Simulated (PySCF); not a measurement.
CH₁₃NOSi₄.
Numbering: `[CH3:1][Si@@H:2]([O:3][SiH3:4])[N:5]([SiH3:6])[SiH3:7]` (hydrogens: H8, H9, H10 on C1; H11 on Si2; H12, H13, H14 on Si4; H15, H16, H17 on Si6; H18, H19, H20 on Si7)

The same species was optimised twice, with GFN2-xTB and with PBE0-D3(BJ)/def2-SVP (PySCF), and the same property calculations (PySCF, gas phase) were run on both structures.

| coordinate | GFN2-xTB | PBE0-D3(BJ)/def2-SVP | change |
| --- | --- | --- | --- |
| O3–Si4 (Å) | 1.614 | 1.657 | +0.043 |
| Si2–O3 (Å) | 1.621 | 1.662 | +0.041 |
| C1–Si2 (Å) | 1.893 | 1.864 | -0.029 |
| N5–Si7 (Å) | 1.744 | 1.758 | +0.014 |
| N5–Si6 (Å) | 1.741 | 1.749 | +0.008 |
| Si2–N5 (Å) | 1.740 | 1.746 | +0.006 |
| Si2–O3–Si4 (°) | 158.3 | 148.5 | -9.8 |
| O3–Si2–N5 (°) | 107.9 | 103.8 | -4.1 |
| Si2–N5–Si6 (°) | 118.0 | 121.1 | +3.1 |
| Si6–N5–Si7 (°) | 122.6 | 120.0 | -2.6 |
| C1–Si2–N5 (°) | 111.4 | 112.3 | +0.9 |
| Si2–N5–Si7 (°) | 119.3 | 118.8 | -0.5 |
| C1–Si2–O3 (°) | 110.2 | 110.4 | +0.2 |
| C1–Si2–O3–Si4 (°) | 7 | -12 | -19 |
| C1–Si2–N5–Si6 (°) | 51 | 66 | +15 |

Rotational constants: A = 1812, B = 785.6, C = 590.7 MHz (GFN2-xTB) against A = 1858, B = 752.6, C = 579.7 MHz (PBE0-D3(BJ)/def2-SVP). Point groups within 0.08 Å: C1 and C1.

On the GFN2-xTB structure: HOMO (eV) -7.35 [PBE0/pcSseg-1]; LUMO (eV) 0.11 [PBE0/pcSseg-1]; dipole (D) 0.91 [PBE0/pcSseg-1]; GIAO shielding of C1 (ppm) 185.2 [PBE0/pcSseg-1]; GIAO shielding of Si2 (ppm) 367.3 [PBE0/pcSseg-1]; GIAO shielding of O3 (ppm) 298.4 [PBE0/pcSseg-1]; GIAO shielding of Si4 (ppm) 394.2 [PBE0/pcSseg-1]; GIAO shielding of N5 (ppm) 260.3 [PBE0/pcSseg-1]; GIAO shielding of Si6/Si7 (mean) (ppm) 403.8 [PBE0/pcSseg-1].

Q: What do these properties become on the PBE0-D3(BJ)/def2-SVP structure?

A: 
```csv
property,level,on GFN2-xTB,on PBE0-D3(BJ)/def2-SVP,change
HOMO (eV),PBE0/pcSseg-1,-7.35,-7.47,-0.12
LUMO (eV),PBE0/pcSseg-1,0.11,0.07,-0.04
dipole (D),PBE0/pcSseg-1,0.91,1.21,+0.30
"energy, GFN2-xTB geometry as zero (kcal/mol)",PBE0/pcSseg-1,0.0,-4.8,-4.8
GIAO shielding of C1 (ppm),PBE0/pcSseg-1,185.2,182.9,-2.3
GIAO shielding of Si2 (ppm),PBE0/pcSseg-1,367.3,360.9,-6.4
GIAO shielding of O3 (ppm),PBE0/pcSseg-1,298.4,295.5,-2.9
GIAO shielding of Si4 (ppm),PBE0/pcSseg-1,394.2,391.4,-2.8
GIAO shielding of N5 (ppm),PBE0/pcSseg-1,260.3,261.4,+1.1
GIAO shielding of Si6/Si7 (mean) (ppm),PBE0/pcSseg-1,403.8,406.3,+2.5
```

The heavy atoms differ by 0.129 Å rms after alignment. Among the bonds compared O3–Si4 changes most (+0.043 Å). Changes are differences of the printed values. Neither structure is proved a minimum here.

Shape of the structure used: `[CH3:1][Si@@H:2]([O:3][SiH3:4])[N:5]([SiH3:6])[SiH3:7]`: C1–Si2–O3–Si4 -12°, C1–Si2–N5–Si6 66°.
